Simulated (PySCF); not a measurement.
# TDDFT excited states: C5H5F3O2

Compound: C5H5F3O2.
SMILES: `C1(CCOC=1)OC(F)(F)F`

Theory: TDDFT CAM-B3LYP/def2-SVPD, vertical, gas phase, core orbitals frozen in the response (PySCF 2.14.0, density-fitted response routines). Isolated species at its PBE0-D3(BJ)/def2-SVP geometry (one conformer only). Torsions of this conformer, `[F:1][C:2]([F:3])([F:4])[O:5][C:6]1=[CH:7][O:8][CH2:9][CH2:10]1`: F1–C2–O5–C6 179°, C2–O5–C6–C7 10°.

```tsv
state	E (eV)	λ (nm)	ν̃ (cm⁻¹)	f	main configurations (H = HOMO, L = LUMO)
S1	5.84	212.4	47090	0.0038	H→L (89%)
S2	6.03	205.7	48620	0.152	H→L+1 (97%)
S3	6.53	189.9	52650	0.0001	H→L+2 (59%), H→L+3 (25%)
S4	6.91	179.4	55740	0.0008	H→L+3 (59%), H→L+2 (28%)
S5	7.02	176.6	56640	0.0002	H→L+4 (65%), H→L+5 (20%)
S6	7.37	168.3	59430	0.021	H→L+6 (90%)
S7	7.56	164.0	60960	0.020	H→L+5 (46%), H→L+7 (15%), H→L+3 (13%)
S8	7.92	156.4	63920	0.012	H→L+7 (60%), H→L+5 (14%)
S9	8.20	151.2	66160	0.0023	H→L+8 (83%)
S10	8.46	146.6	68230	0.0005	H→L+9 (31%), H→L+14 (26%), H→L+11 (8%)
```

Triplets, Tamm–Dancoff:

```csv
state,E (eV),λ (nm),"main configurations (H = HOMO, L = LUMO)"
T1,3.85,322.0,"H→L+1 (82%), H→L+6 (11%)"
T2,5.74,216.1,"H→L (86%), H→L+4 (9%)"
T3,6.33,196.0,"H→L+2 (50%), H→L+3 (23%)"
T4,6.82,181.7,H→L+4 (63%)
```

The lowest singlet comes at 212 nm (563 kJ/mol) in the ultraviolet; it is very weak; its leading configuration is HOMO→LUMO (89%). The most intense listed level is S2 at 6.03 eV (206 nm, f = 0.152), 0.19 eV above S1. Löwdin shares by element: HOMO carbon 46% or more, oxygen 37% (atoms not listed hold the other 17%); LUMO carbon 40% or more, hydrogen 8% or more (atoms not listed hold the other 52%). Weighted by f, the mean energy of these states is 6.44 eV. Of the 10 states listed, 4 reach f = 0.01 and 3 stay under 0.0005. The listed states span 2.62 eV, and the widest gap between neighbours is 0.50 eV (S2 to S3). No computed singlet lies in the visible range (380 to 750 nm); the lowest, at 212 nm, stands 2.58 eV above its violet end (3.26 eV). All these states lie below the vertical ionisation energy of 8.47 eV (ΔSCF). The window holds the lowest 10 singlets.
